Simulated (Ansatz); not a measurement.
**Relaxing a trial structure of C4H12BP**

The starting geometry of this gas-phase singlet was optimised with GFN2-xTB; its bonds are those of `CB(C)P(C)C`.

```xyz
18

C    -1.7326   -1.9694    0.4262
C    -1.4965    0.5307    1.5039
C     0.2773    1.4929   -1.1839
C     0.0978   -1.1402   -2.1852
B    -1.0221   -0.5602    0.4678
P     0.5078   -0.2577   -0.6018
H    -2.4627   -2.1188    1.2190
H    -1.0028   -2.7765    0.4904
H    -2.2512   -2.1152   -0.5224
H    -0.7677    1.3184    1.6836
H    -2.3985    1.0155    1.1275
H    -1.7680    0.0995    2.4660
H    -0.7136    1.6455   -1.6089
H     1.0297    1.7135   -1.9386
H     0.4193    2.1705   -0.3463
H     0.8806   -0.9426   -2.9149
H    -0.8589   -0.8115   -2.5891
H     0.0636   -2.2100   -1.9966
```

Task: Predict what it relaxes into with B3LYP/def2-SVP.

Result: It keeps its bonds, and is `CB(C)P(C)C`.

The energy falls by 0.11 eV over 17 steps:

```json
{"step": "1", "E − E(last) (eV)": "0.108"}
{"step": "3", "E − E(last) (eV)": "0.014"}
{"step": "5", "E − E(last) (eV)": "0.010"}
{"step": "6", "E − E(last) (eV)": "0.008"}
{"step": "8", "E − E(last) (eV)": "0.005"}
{"step": "10", "E − E(last) (eV)": "0.002"}
{"step": "12", "E − E(last) (eV)": "0.001"}
{"step": "13", "E − E(last) (eV)": "0.001"}
{"step": "15", "E − E(last) (eV)": "0.000"}
{"step": "17", "E − E(last) (eV)": "0.000"}
```

Final geometry (Å):

```yaml
atoms:
  - { symbol: C, position_ang: [-1.7787, -1.9827, 0.4782] }
  - { symbol: C, position_ang: [-1.5661, 0.5296, 1.5184] }
  - { symbol: C, position_ang: [0.3509, 1.5472, -1.2144] }
  - { symbol: C, position_ang: [0.1688, -1.1776, -2.2389] }
  - { symbol: B, position_ang: [-1.0945, -0.5564, 0.4706] }
  - { symbol: P, position_ang: [0.3913, -0.2276, -0.6528] }
  - { symbol: H, position_ang: [-2.1027, -2.2990, 1.4846] }
  - { symbol: H, position_ang: [-1.1852, -2.7946, 0.0297] }
  - { symbol: H, position_ang: [-2.7036, -1.9015, -0.1285] }
  - { symbol: H, position_ang: [-1.0623, 1.5066, 1.4737] }
  - { symbol: H, position_ang: [-2.6511, 0.7041, 1.3854] }
  - { symbol: H, position_ang: [-1.4606, 0.1365, 2.5466] }
  - { symbol: H, position_ang: [-0.5357, 1.7871, -1.8231] }
  - { symbol: H, position_ang: [1.2531, 1.7661, -1.8060] }
  - { symbol: H, position_ang: [0.3627, 2.2066, -0.3339] }
  - { symbol: H, position_ang: [1.0606, -1.0520, -2.8720] }
  - { symbol: H, position_ang: [-0.7170, -0.8587, -2.8114] }
  - { symbol: H, position_ang: [0.0719, -2.2492, -2.0096] }
```

No frequencies were run, so the end isn't proven a minimum. Run with Ansatz 0.2.0, 83 s on 2 threads of Intel(R) Xeon(R) Processor @ 2.70GHz, on a shared host.
